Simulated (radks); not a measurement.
Values are calculated unless marked as measured or tabulated.
Fractional charge and spin in the 6s shell of promethium: the spin-up occupation runs from 0 to 1 and the spin-down occupation from 0 to 1; the fullest corner is Pm, [Xe] 4f(up 2.5, down 2.5) 6s(up 1, down 1). Level of theory: scalar-relativistic Kohn-Sham, PBE, spin-polarised, spherical densities, finite nucleus; Fermi nuclear charge, rms radius of each element as measured or else 0.836 A^(1/3) + 0.57 fm (a radial shooting solver on a logarithmic mesh with Libxc functionals). Energy (eV) above the fullest corner. The planes named below are the two flat planes that join the four corners, with an edge along up + down = one added electron.

\begin{tabular}{lrrrrr}
down \ up & 0 & 0.25 & 0.5 & 0.75 & 1 \\ \hline
0 & 16.812 & 13.555 & 10.623 & 8.008 & 5.702 \\
0.25 & 13.555 & 10.672 & 8.099 & 5.831 & 3.861 \\
0.5 & 10.623 & 8.099 & 5.873 & 3.942 & 2.300 \\
0.75 & 8.008 & 5.831 & 3.942 & 2.340 & 1.016 \\
1 & 5.702 & 3.861 & 2.300 & 1.016 & 0.000 \\
\end{tabular}

Corners above the fullest one (they belong to Pm+ and the next ion): (up 1, down 0) 5.702 eV, (up 0, down 1) 5.702 eV, (up 0, down 0) 16.812 eV. With half an added electron in each spin the energy lies 0.171 eV from the planes, and with half an added electron in spin up alone -0.634 eV. The planes are only a guide here: the flat-plane condition holds for ground states with one frontier orbital, while this shell lies below other occupied shells, so the corners above the fullest one are inner-hole states and not the ground states of those ions.
